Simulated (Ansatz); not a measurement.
Ansatz results at the PBE0-D4/def2-TZVP geometry: HOMO–LUMO gap (PBE0/def2-TZVPP) 5.52 eV; HOMO energy (PBE/def2-TZVPP) -5.83 eV; HOMO–LUMO gap (B3LYP/def2-TZVPP) 5.03 eV.

Each molecule was computed in one conformer, which needn't be the lowest.

Task: Which molecule gave them?
A. `[CH3][InH][SeH]`
B. `C[Se][InH2]`
C. `[Br][InH2]`
D. `C#[C][In]([F])[Cl]`

Result: A. The others give `C[Se][InH2]`: 5.01, -5.59, 4.56; `[Br][InH2]`: 5.80, -6.61, 5.27; `C#[C][In]([F])[Cl]`: 6.98, -7.71, 6.41.

B3LYP here is the variant with VWN-RPA as its local correlation; programs differ in this.
